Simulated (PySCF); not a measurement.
Species: C3H8BrSi (charge 0, doublet). It need not be the lowest isomer of its formula. SMILES: C[Si](C)([CH2])Br
Geometry from a B3LYP-D3(BJ)/def2-TZVP (Ansatz) optimisation:
```xyz
13

Si    -0.0422     0.0661    -0.8609
C      1.6019    -0.3671    -1.5495
C     -1.3571    -1.1385    -1.4061
C     -0.4946     1.8392    -1.2197
Br     0.1273    -0.1245     1.3998
H      1.8888    -1.3881    -1.7758
H      2.3958     0.3624    -1.6663
H     -1.0759    -2.1620    -1.1540
H     -1.5013    -1.0783    -2.4878
H     -2.3086    -0.9191    -0.9193
H     -0.6125     1.9900    -2.2958
H      0.2799     2.5186    -0.8611
H     -1.4324     2.1059    -0.7300
```
Charge 0, spin multiplicity 2.

Dispersion corrections to the total energy (kcal/mol) from the dftd3 and dftd4 libraries through PySCF: D3(BJ) without and D4 with the three-body term, each with the damping fitted for the functional named.

```
functional  D3(BJ)      D4
----------  ------  ------
BHLYP       -11.29   -9.62
HSE06        -5.70   -6.00
revPBE      -18.33  -20.61
BLYP        -16.71  -15.97
r2SCAN         ___   -1.87
CAM-B3LYP      ___   -6.56
B2GP-PLYP      ___   -3.24
```

Question: Some entries are withheld; supply them.

Answer: 
- r2SCAN, D3(BJ): -2.29
- CAM-B3LYP, D3(BJ): -6.71
- B2GP-PLYP, D3(BJ): -6.30
